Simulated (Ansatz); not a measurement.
Molecule: C4H9N, charge 0, multiplicity 1. 
Coordinates optimised at B3LYP-D3(BJ)/def2-TZVP (Ansatz, a first-principles code):
```
C
H 1 1.0993
N 1 1.4551 2 113.56
H 3 1.0149 1 110.51 2 58.97
H 3 1.0149 4 106.76 1 120.23
C 1 1.5449 2 109.58 3 132.19
H 6 1.0901 1 117.93 2 -29.91
H 6 1.0907 7 109.38 1 126.45
C 1 1.5449 2 109.58 3 -132.19
H 9 1.0901 1 117.93 2 29.91
H 9 1.0907 10 109.38 1 -126.45
C 9 1.5490 10 118.20 11 -129.09
H 12 1.0889 9 117.43 10 99.85
H 12 1.0904 13 108.60 9 128.33
```
Charge 0, spin multiplicity 1.

Total electronic energies in hartree. Valence correlation only, unless marked. Spin-orbit coupling is left out. No relativistic terms. CBS marks a two-point X^-3 extrapolation of the correlation energy; Hartree-Fock from the larger set.

| level | program | energy (Eh) |
|---|---|---|
| HF/aug-cc-pVTZ | Ansatz | -211.20150 |
| HF/aug-cc-pVQZ | Ansatz | -211.21396 |
| RI-HF/cc-pVQZ | Ansatz | -211.21310 |
| BLYP/def2-TZVPD | Ansatz | -212.52639 |
| B3LYP-D4/def2-TZVPD | Ansatz + dftd4 | -212.66298 |
| PBE0/6-31G* | Ansatz | [?] |
| PBE0-D4/def2-TZVPD | Ansatz + dftd4 | -212.39390 |
| BHLYP-D4/def2-TZVPD | Ansatz + dftd4 | [?] |
| r2SCANh-D4/def2-TZVPD | Ansatz + dftd4 | -212.50317 |
| HSE06-D4/def2-TZVPD | Ansatz + dftd4 | -212.38048 |
| wB97M-V/def2-TZVPD | Ansatz | -212.53198 |
| B2GP-PLYP-D4/def2-TZVPD | Ansatz + dftd4 | [?] |
| MP2/CBS(aug-cc-pVTZ,aug-cc-pVQZ) | Ansatz | -212.2152 |
| MP2/CBS(cc-pVTZ,cc-pVQZ) | Ansatz | -212.2137 |
| RI-MP2/cc-pVTZ | Ansatz | -212.10051 |
| SCS-MP2/STO-3G | Ansatz | -208.85779 |
| SCS-MP2/cc-pVDZ | Ansatz | -211.86958 |
| CCSD/STO-3G | Ansatz | -208.91070 |
| CCSD/cc-pVDZ | Ansatz | -211.93324 |
| CCSD/cc-pwCVTZ | Ansatz | -212.15547 |
| CCSD(T)/STO-3G | Ansatz | -208.91310 |
| CCSD(T)/CBS(aug-cc-pVTZ,aug-cc-pVQZ) | Ansatz | -212.2842 |
| CCSD(T)/CBS(cc-pVTZ,cc-pVQZ) | Ansatz | -212.2848 |

Problem. Complete the blanks.

Solution. 
- PBE0/6-31G*, energy (Eh): -212.30263
- BHLYP-D4/def2-TZVPD, energy (Eh): -212.51418
- B2GP-PLYP-D4/def2-TZVPD, energy (Eh): -212.40025
